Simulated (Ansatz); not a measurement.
Species: CH3F2In, charge 0, multiplicity 1. SMILES: [CH3][In]([F])[F]
Structure (B3LYP-D3(BJ)/def2-TZVP (Ansatz, a first-principles code) minimum search):
```xyz
7

C     -2.1257    -0.3006    -0.0888
In    -0.0099    -0.0016    -0.0012
F      1.3667    -1.3918     0.0705
F      0.9272     1.7171     0.0271
H     -2.3239    -1.2561    -0.5666
H     -2.5698     0.5158    -0.6519
H     -2.5105    -0.3042     0.9288
```
Charge 0, spin multiplicity 1.

Wanted: atomisation energy (electronic, to ground-state atoms), in kcal/mol. Correlated levels leave the core frozen unless marked. UHF or UKS for open shells. Spin-orbit coupling is left out. Frozen are the shells of the preceding noble gas and the d and f shells that filled before the atom's block. In def2 rows, elements after Kr have scalar-relativistic effective core potentials. The coupled-cluster limit lacks core correlation, which all-electron functionals hold. CBS marks a two-point X^-3 extrapolation of the correlation energy; Hartree-Fock from the larger set.

| level | program | atomisation energy (kcal/mol) |
|---|---|---|
| PBE-D4/def2-TZVPD | Ansatz + dftd4 | 573.3 |
| r2SCAN-D3(BJ)/def2-TZVPD | Ansatz + dftd3 | 564.4 |

### Question
Predict the CCSD(T)/CBS(def2-TZVPPD,def2-QZVPPD) result (Ansatz).

### Answer
571.0 kcal/mol, so r2SCAN-D3(BJ)/def2-TZVPD differs from it by -6.6 kcal/mol.
